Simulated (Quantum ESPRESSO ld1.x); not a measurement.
One sound ld1.x (Quantum ESPRESSO 7.5) input for neutral rhenium gives E = -16682.723 hartree in 28 iterations:

```
 &input
    zed=75.0,
    iswitch=1,
    rel=1,
    lsd=1,
    dft='PW',
    config='[Xe] 4f14 5d5 6s2',
    verbosity='high',
    prefix='ld1',
    max_out_wfc=37,
    file_charge='ld1.rho',
 /
```

Changed or added lines, one case at a time, and what came of them:

- config='[Xe] 4f14 5d5 6s2 8s1': refused. The program stops in el_config with "wrong main quantum number": the config string takes n from 1 to 7 alone.
- lsd=2: refused. The program stops in ld1_readin with "lsd not correct": lsd takes 0 or 1.
- config='[Xe] 4f14 5d5 6s2 5g1': refused. The program stops in el_config with "l not found:G": the config string knows s, p, d and f alone.
- atom='Re': harmless. atom and zed name the same element, and the result equals that of the sound run.
- config='[Xe] 4f14 5d5 6s2 2d1': refused. The program stops in el_config with "main/angular quantum number mismatch": l must be smaller than n.
- rel=2 relpert=.true. (without lsd): refused. The program stops in ld1_readin with "perturbative SO-splitting for AE calculations with rel=0 only": the perturbative correction needs rel = 0.
- rmax=6.0: inaccurate. The mesh cuts the orbital tails; the run ends without a warning, but the energy is off by +0.008027 hartree against the default mesh.
